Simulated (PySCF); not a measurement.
Al(Me)3 (C3H9Al), SMILES [CH3][Al]([CH3])[CH3].

Geometry optimised at ωB97X-D3(BJ)/def2-SVP. The isomer is the one that the SMILES or the coordinates give; other isomers of the formula were not compared.

Method: ωB97X-D3(BJ)/def2-SVP in PySCF.

Frequencies are harmonic and unscaled.

```
mode  ν (cm⁻¹)  IR (km/mol)  moving atoms (share of kinetic energy)
----  --------  -----------  --------------------------------------
1           27          0.0                                  H 97 %
2           27          0.0                                  H 97 %
3           47          0.0                                  H 97 %
4          167          4.0                 C 47 %, H 39 %, Al 14 %
5          167          4.0                 C 47 %, H 39 %, Al 14 %
6          184          7.5                 Al 46 %, H 40 %, C 14 %
7          526          0.0                          C 71 %, H 29 %
8          544          0.0                          H 85 %, C 15 %
9          544          0.0                          H 85 %, C 15 %
10         584          0.0                          H 80 %, C 20 %
11         651          6.3                 C 41 %, H 39 %, Al 20 %
12         651          6.3                 C 41 %, H 39 %, Al 20 %
13         714        123.7                 H 64 %, C 22 %, Al 14 %
14         762        179.4                 H 48 %, Al 28 %, C 24 %
15         762        179.5                 H 48 %, Al 28 %, C 24 %
16        1230          1.7                          H 80 %, C 20 %
17        1230         55.4                          H 78 %, C 22 %
18        1230         54.7                          H 78 %, C 22 %
19        1434          0.8                                  H 96 %
20        1434          0.8                                  H 96 %
21        1436          0.1                                  H 95 %
22        1439          0.0                                  H 95 %
23        1439          0.0                                  H 95 %
24        1440          6.1                                  H 96 %
25        3044          7.8                                  H 97 %
26        3044          7.8                                  H 97 %
27        3045          0.0                                  H 97 %
28        3128          0.4                           H 91 %, C 9 %
29        3128          0.1                           H 91 %, C 9 %
30        3128         28.6                           H 91 %, C 9 %
31        3154          0.1                           H 91 %, C 9 %
32        3154         17.0                           H 91 %, C 9 %
33        3154         17.1                           H 91 %, C 9 %
```
